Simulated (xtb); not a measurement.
xtb input (GFN1-xTB):

```bash
xtb mol.xyz --gfn 1 --opt tight --chrg 0 --uhf 0
```
mol.xyz:
```
13

C      2.23417936    -1.54732856     0.25950302
C      1.73313664    -0.40347380    -0.20150509
Si    -0.03258627     0.10631398     0.00216862
Cl    -0.25118828     1.19858102     1.74314645
Cl    -0.50481754     1.37049930    -1.56308650
C     -1.24152301    -1.29094746     0.06292090
C     -1.04210807    -2.47383768    -0.51408813
H      1.62380965    -2.27391822     0.78336533
H      3.28100923    -1.80401732     0.13862117
H      2.39490017     0.29040957    -0.71259154
H     -2.17627045    -1.11506938     0.58842219
H     -1.78479114    -3.26319878    -0.47338892
H     -0.13246010    -2.70344194    -1.05679226
```

Output:

```
           -------------------------------------------------
          |                Calculation Setup                |
           -------------------------------------------------

           -------------------------------------------------
          |                 G F N 1 - x T B                 |
           -------------------------------------------------

        Reference                      10.1021/acs.jctc.7b00118
      * Hamiltonian:
        H0-scaling (s, p, d)           1.850000    2.250000    2.000000
        zeta-weighting                 0.000000
      * Dispersion:
        s8                             2.400000
        a1                             0.630000
        a2                             5.000000
        s9                             0.000000
      * Repulsion:
        kExp                           1.500000
        rExp                           1.000000
      * Coulomb:
        alpha                          2.000000
        third order                    atomic
        anisotropic                    false
      * Halogen bond correction:
        rad-scale                      1.300000
        damping                        0.440000

          ...................................................
          :                      SETUP                      :
          :.................................................:
          :  # basis functions                  58          :
          :  # atomic orbitals                  55          :
          :  # shells                           29          :
          :  # electrons                        40          :
          :  # halogen bonds                     0          :
          :  max. iterations                   250          :
          :  Hamiltonian                  GFN1-xTB          :
          :  restarted?                      false          :
          :  GBSA solvation                  false          :
          :  PC potential                    false          :
          :  electronic temp.          300.0000000     K    :
          :  accuracy                    1.0000000          :
          :  -> integral cutoff          0.2500000E+02      :
          :  -> integral neglect         0.1000000E-07      :
          :  -> SCF convergence          0.1000000E-05 Eh   :
          :  -> wf. convergence          0.2000000E-04 e    :
          :  Broyden damping             0.4000000          :
          :  net charge                          0          :
          :  unpaired electrons                  0          :
          ...................................................

 iter      E             dE          RMSdq      gap      omega  full diag
   1    -22.3389505 -0.223390E+02  0.850E+00    4.55       0.0  T
   2    -22.3527544 -0.138040E-01  0.511E+00    4.38       1.0  T
   3    -22.3460834  0.667103E-02  0.707E-01    4.39       1.0  T
   4    -22.3544102 -0.832678E-02  0.266E-01    4.33       1.0  T
   5    -22.3551839 -0.773736E-03  0.348E-02    4.37       1.0  T
   6    -22.3551926 -0.866239E-05  0.164E-02    4.36       1.7  T
   7    -22.3551931 -0.514841E-06  0.410E-03    4.36       6.8  T
[...]
        14        2.0000           -0.4825204             -13.1300
        15        2.0000           -0.4817645             -13.1095
        16        2.0000           -0.4669660             -12.7068
        17        2.0000           -0.4538370             -12.3495
        18        2.0000           -0.4441239             -12.0852
        19        2.0000           -0.4432546             -12.0616
        20        2.0000           -0.4275831             -11.6351 (HOMO)
        21                         -0.2643762              -7.1940 (LUMO)
        22                         -0.2634415              -7.1686
        23                         -0.1483231              -4.0361
        24                         -0.1311920              -3.5699
        25                         -0.1169682              -3.1829
        26                         -0.1110928              -3.0230
        27                         -0.1011424              -2.7522
        28                         -0.0889661              -2.4209
        29                         -0.0868071              -2.3621
        30                         -0.0778603              -2.1187
        31                         -0.0587446              -1.5985
       ...                                ...                  ...
        55                          0.9505936              25.8670
      -------------------------------------------------------------
                  HL-Gap            0.1632069 Eh            4.4411 eV
             Fermi-level           -0.3459796 Eh           -9.4146 eV

  Mulliken/CM5 charges         n(s)   n(p)   n(d)
     1C    -0.03699 -0.13580   1.055  2.982  0.000
     2C    -0.10516 -0.12643   1.083  3.022  0.000
     3Si    0.33124  0.15208   1.134  1.522  1.013
     4Cl   -0.10401 -0.05828   1.888  5.225 -0.009
     5Cl   -0.10394 -0.05819   1.888  5.225 -0.009
     6C    -0.10517 -0.12639   1.083  3.022  0.000
     7C    -0.03734 -0.13615   1.055  2.983  0.000
     8H     0.02411  0.07842   0.976  0.000  0.000
     9H     0.02422  0.07647   0.976  0.000  0.000
    10H     0.03240  0.08972   0.968  0.000  0.000
    11H     0.03259  0.08991   0.967  0.000  0.000
    12H     0.02415  0.07640   0.976  0.000  0.000
    13H     0.02392  0.07826   0.976  0.000  0.000

Wiberg/Mayer (AO) data.
largest (>0.10) Wiberg bond orders for each atom

 ---------------------------------------------------------------------------
     #   Z sym  total        # sym  WBO       # sym  WBO       # sym  WBO
 ---------------------------------------------------------------------------
     1   6 C    3.996 --     2 C    1.928     8 H    0.978     9 H    0.978
     2   6 C    3.965 --     1 C    1.928     3 Si   0.996    10 H    0.951
     3  14 Si   4.942 --     5 Cl   1.350     4 Cl   1.349     6 C    0.996
                             2 C    0.996
     4  17 Cl   1.456 --     3 Si   1.349
     5  17 Cl   1.456 --     3 Si   1.350
     6   6 C    3.965 --     7 C    1.928     3 Si   0.996    11 H    0.950
     7   6 C    3.996 --     6 C    1.928    13 H    0.978    12 H    0.978
     8   1 H    1.010 --     1 C    0.978
     9   1 H    1.009 --     1 C    0.978
    10   1 H    1.008 --     2 C    0.951
    11   1 H    1.008 --     6 C    0.950
    12   1 H    1.009 --     7 C    0.978
    13   1 H    1.010 --     7 C    0.978
 ---------------------------------------------------------------------------

Topologies differ in total number of bonds
Writing topology from bond orders to xtbtopo.mol

 dipole moment from electron density (au)
     X       Y       Z
   0.2078  -0.7042  -0.0511  total (Debye):    1.871

           -------------------------------------------------
          |                Geometry Summary                 |
           -------------------------------------------------

      molecular mass/u    :      153.0819620
   center of mass at/Å    :       -0.0339645       0.1154274       0.0082161
  moments of inertia/u·Å² :        0.3595584E+03   0.4291177E+03   0.4943108E+03
rotational constants/cm⁻¹ :        0.4688426E-01   0.3928441E-01   0.3410331E-01

 * 10 selected distances

     #   Z          #   Z                                           value/Å
     1   6 C        2   6 C                                       1.3357417
     3  14 Si       4  17 Cl                                      2.0222927 (max)
     3  14 Si       5  17 Cl                                      2.0220123
Note: The following floating-point exceptions are signalling: IEEE_DENORMAL
normal termination of xtb
     6   6 C        7   6 C                                       1.3356029
     1   6 C        8   1 H                                       1.0839258
     1   6 C        9   1 H                                       1.0852050
     2   6 C       10   1 H                                       1.0938110
     6   6 C       11   1 H                                       1.0940059
     7   6 C       12   1 H                                       1.0852097
     7   6 C       13   1 H                                       1.0838984 (min)

 * 3 distinct bonds (by element types)

   Z      Z             #   av. dist./Å        max./Å        min./Å
   1 H    6 C           6     1.0876760     1.0940059     1.0838984
   6 C    6 C           2     1.3356723     1.3357417     1.3356029
  14 Si  17 Cl          2     2.0221525     2.0222927     2.0220123

optimized geometry written to: xtbopt.xyz

           -------------------------------------------------
          | TOTAL ENERGY              -22.117375672945 Eh   |
          | GRADIENT NORM               0.000195628752 Eh/α |
          | HOMO-LUMO GAP               4.441084583835 eV   |
           -------------------------------------------------

------------------------------------------------------------------------
------------------------------------------------------------------------
 total:
 SCF:
 ANC optimizer:
```
